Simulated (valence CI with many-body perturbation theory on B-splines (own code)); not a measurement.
# Hyperfine factors and g values of Pm LV

Computed by configuration interaction combined with many-body perturbation theory (CI+MBPT): five valence electrons over a frozen Dirac-Fock core [He], a basis of 11 s, 11 p, 10 d, 8 f, 5 g, 2 h functions for each j, with the one-electron correlation potential Σ1, the two-electron term Σ2, the three-electron term Σ3, Breit, model QED; selected CI, second order for the rest, scaled by the run's own slope (own B-spline code, finite nucleus).

The last digits are not significant, and no measured levels were compared; by estimate large intervals hold to a few tenths of a per cent, small ones and those within an open d or f shell to about a per cent. Among the levels kept, up to 7300 cm⁻¹ of a level comes from second order outside the variational space, and about a tenth of that is noise between levels of different J, which matters for small intervals.

A/g_I is the dipole constant over the nuclear g factor μ/I (μ in nuclear magnetons, uniformly magnetised nucleus), B/Q the quadrupole constant per barn. Both hold the static response of the core; the bare values leave it out. Large factors of s and p1/2 electrons are usually good to 5 to 10 %; those of open d and f shells near neutrality can be off by tens of per cent, and small factors of p3/2, d and f electrons come from cancelling terms and can be off by a factor of two or in sign, in half-filled shells by more. B is blank for J = 1/2, where it vanishes, and for nearly pure S terms. Energies count from the lowest level.

Levels are named by their leading jj configuration (3d3/2^4 stands for four electrons in 3d with j = 3/2), which in mixed levels can hold well under half, so a name can repeat and another be missing. Letters in brackets count levels of one name in rising energy.

```csv
Level,E (× 10³ cm⁻¹),g,A/g_I (MHz),A/g_I bare,B/Q (MHz/b),B/Q bare
(2s^2 2p1/2^2 2p3/2) J=3/2,0.00,1.338,430000,442000,813000,814000
(2s^2 2p1/2 2p3/2^2) J=3/2,4569.1,1.440,-109000,-92300,76300,76400
(2s^2 2p1/2 2p3/2^2) J=5/2,4743.7,1.175,1000000,1010000,-3140,-3150
(2s^2 2p1/2 2p3/2^2) J=1/2,5050.8,0.633,3230000,3210000,,
(2s 2p1/2^2 2p3/2^2) J=5/2,6657.6,1.465,2330000,2320000,173000,173000
(2s 2p1/2^2 2p3/2^2) J=1/2,7313.6,2.049,9850000,9740000,,
(2s 2p1/2^2 2p3/2^2) J=3/2,7325.7,1.186,-1440000,-1400000,-153000,-153000
(2s^2 2p3/2^3) J=3/2,9631.2,1.287,455000,465000,-891000,-893000
(2s 2p1/2 2p3/2^3) J=3/2 [a],11406,1.576,2340000,2320000,-665000,-666000
(2s 2p1/2 2p3/2^3) J=5/2,11697,1.284,2910000,2890000,-1030000,-1030000
(2s 2p1/2 2p3/2^3) J=1/2,12067,1.385,-3520000,-3440000,,
(2s 2p1/2 2p3/2^3) J=3/2 [b],12150,1.035,138000,160000,-210000,-211000
(2p1/2^2 2p3/2^3) J=3/2,14457,1.310,420000,441000,-848000,-849000
(2s 2p3/2^4) J=1/2,16773,1.824,9930000,9800000,,
(2p1/2 2p3/2^4) J=1/2,19220,0.633,3230000,3210000,,
(2s^2 2p1/2^2 3s) J=1/2,47727,2.005,2830000,2800000,,
(2s^2 2p1/2^2 3p1/2) J=1/2,48359,0.653,935000,930000,,
(2s^2 2p1/2^2 3p3/2) J=3/2,49823,1.327,126000,130000,236000,237000
(2s^2 2p1/2^2 3d3/2) J=3/2,50412,0.785,73500,73400,39300,39800
(2s^2 2p1/2^2 3d5/2) J=5/2,50864,1.193,26600,26700,32000,32500
(2s^2 2p1/2 2p3/2 3s) J=3/2 [a],52368,1.663,681000,686000,539000,540000
(2s^2 2p1/2 2p3/2 3s) J=1/2,52434,1.299,-1280000,-1240000,,
(2s^2 2p1/2 2p3/2 3s) J=5/2,52515,1.322,1480000,1480000,774000,775000
(2s^2 2p1/2 2p3/2 3s) J=3/2 [b],52557,0.971,906000,915000,468000,469000
(2s^2 2p1/2 2p3/2 3p1/2) J=1/2,52995,1.727,-647000,-621000,,
(2s^2 2p1/2 2p3/2 3p1/2) J=3/2 [a],53042,1.137,677000,683000,163000,163000
(2s^2 2p1/2 2p3/2 3p1/2) J=5/2,53146,1.063,1110000,1110000,766000,768000
(2s^2 2p1/2 2p3/2 3p1/2) J=3/2 [b],53386,1.324,660000,670000,806000,807000
(2s 2p1/2^2 2p3/2 3s) J=5/2,54132,1.584,2300000,2280000,854000,856000
(2s 2p1/2^2 2p3/2 3s) J=3/2 [a],54332,1.451,2810000,2790000,390000,390000
(2s^2 2p1/2 2p3/2 3p3/2) J=1/2 [a],54408,1.576,-900000,-882000,,
(2s^2 2p1/2 2p3/2 3p3/2) J=5/2 [a],54447,1.442,371000,377000,779000,780000
(2s^2 2p1/2 2p3/2 3p3/2) J=3/2 [a],54472,1.158,979000,979000,-533000,-534000
(2s^2 2p1/2 2p3/2 3p3/2) J=7/2,54530,1.228,708000,712000,1020000,1030000
(2s^2 2p1/2 2p3/2 3p3/2) J=3/2 [b],54638,1.397,129000,141000,297000,297000
(2s^2 2p1/2 2p3/2 3p3/2) J=5/2 [b],54713,1.194,885000,888000,128000,128000
(2s^2 2p1/2 2p3/2 3p3/2) J=1/2 [b],54734,0.712,-206000,-183000,,
(2s 2p1/2^2 2p3/2 3p1/2) J=3/2 [a],54868,1.695,3140000,3120000,541000,542000
(2s 2p1/2^2 2p3/2 3p1/2) J=5/2,54873,1.358,2320000,2300000,783000,784000
(2s 2p1/2^2 2p3/2 3s) J=3/2 [b],54889,1.382,-487000,-463000,531000,531000
```

Question: Take the isotope of mass number 147, with I = 7/2, μ = 2.58 μN, leaving out the quadrupole term. What is the hyperfine structure of (2s^2 2p1/2 2p3/2^2) J=3/2?

Answer: From the table A = -80000 MHz. Shifts from the centre of gravity in MHz: F = 2: 540000, F = 3: 300000, F = 4: -20000, F = 5: -420000.
